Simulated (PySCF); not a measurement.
## Electronic absorption of [WO3Cl]-

Species: [WO3Cl]- (charge -1 and singlet state).
Bonds: W1–O2, W1–O3, W1–O4, W1–Cl5.

Theory: TDDFT CAM-B3LYP/def2-SVPD, vertical, gas phase, core orbitals frozen in the response, def2 core potentials past Kr in PySCF. Isolated species at its PBE0-D3(BJ)/def2-SVP geometry, gas phase. Spin–orbit coupling is left out.

Predict the UV-vis stick spectrum at this level.

```json
{"state": "S1", "E (eV)": "5.34", "ν̃ (cm⁻¹)": "43100", "f": "0.0005", "|μ| (D)": "0.16", "main configurations (H = HOMO, L = LUMO)": "H→L+1/L+2 (≥65%), H-2/H-1→L+1/L+2 (≥22%)"}
{"state": "S2", "E (eV)": "5.35", "ν̃ (cm⁻¹)": "43120", "f": "0.0006", "|μ| (D)": "0.17", "main configurations (H = HOMO, L = LUMO)": "H→L+1/L+2 (≥64%), H-2/H-1→L+1/L+2 (≥23%)"}
{"state": "S3", "E (eV)": "5.67", "ν̃ (cm⁻¹)": "45720", "f": "0.0000", "|μ| (D)": "0.01", "main configurations (H = HOMO, L = LUMO)": "H-2/H-1→L+1/L+2 (≥65%), H→L+4 (13%)"}
{"state": "S4", "E (eV)": "5.71", "ν̃ (cm⁻¹)": "46080", "f": "0.014", "|μ| (D)": "0.82", "main configurations (H = HOMO, L = LUMO)": "H-2/H-1→L+1/L+2 (≥87%)"}
{"state": "S5", "E (eV)": "5.93", "ν̃ (cm⁻¹)": "47840", "f": "0.0080", "|μ| (D)": "0.60", "main configurations (H = HOMO, L = LUMO)": "H-2/H-1→L+1/L+2 (≥41%), H→L+1/L+2 (≥20%)"}
{"state": "S6", "E (eV)": "5.94", "ν̃ (cm⁻¹)": "47880", "f": "0.0066", "|μ| (D)": "0.54", "main configurations (H = HOMO, L = LUMO)": "H-2/H-1→L+1/L+2 (≥36%), H→L+1/L+2 (≥16%)"}
{"state": "S7", "E (eV)": "5.95", "ν̃ (cm⁻¹)": "48000", "f": "0.0024", "|μ| (D)": "0.33", "main configurations (H = HOMO, L = LUMO)": "H→L (26%), H→L+4 (24%), H-2/H-1→L+1/L+2 (≥22%)"}
{"state": "S8", "E (eV)": "6.19", "ν̃ (cm⁻¹)": "49920", "f": "0.0033", "|μ| (D)": "0.38", "main configurations (H = HOMO, L = LUMO)": "H-2/H-1→L (≥36%), H-2/H-1→L+4 (≥30%), H-3→L+1/L+2 (≥13%)"}
{"state": "S9", "E (eV)": "6.19", "ν̃ (cm⁻¹)": "49950", "f": "0.0034", "|μ| (D)": "0.38", "main configurations (H = HOMO, L = LUMO)": "H-2/H-1→L (≥34%), H-2/H-1→L+4 (≥29%), H-3→L+1/L+2 (≥15%)"}
```

Triplets (Tamm–Dancoff): T1 5.06 eV, H→L+1/L+2 (≥79%); T2 5.06 eV, H→L+1/L+2 (≥79%); T3 5.13 eV, H-2/H-1→L+1/L+2 (≥81%).

The lowest singlet level (S1/S2) lies at 5.34 eV (232 nm, ultraviolet) and is very weak. The largest oscillator strength of a single state is 0.014. S1/S2, S5/S6 and S8/S9 lie within about 0.01 eV of each other in each set; the point group C3v has degenerate representations, and within a degenerate level the listed configurations can mix freely. For S1 the Löwdin share of tungsten is 5% in HOMO and 54% in LUMO+1 (ligand-to-metal charge transfer by this measure). Orbital energies (eV): HOMO-3 -6.02, HOMO-2 -5.36, HOMO-1 -5.36, HOMO -5.17, LUMO 4.04, LUMO+1 4.50, LUMO+2 4.51. The listed states span 0.85 eV, and the widest gap between neighbours is 0.32 eV (S2 to S3). Of the 9 states listed, 1 reaches f = 0.01 and 1 stays under 0.0005. No detachment energy is given for this anion; states above it aren't bound, and a finite basis only mimics them. Orbitals of the list HOMO-3 to LUMO+2 that lie within 0.01 eV of each other are written together with a slash and their weights summed (≥ marks a lower bound); for degenerate orbitals outside that list single weights are arbitrary. The window holds the lowest 10 singlets. The highest level found (6.74 eV, f 0.0002 so far) is left out, since the window may have cut off a degenerate partner.
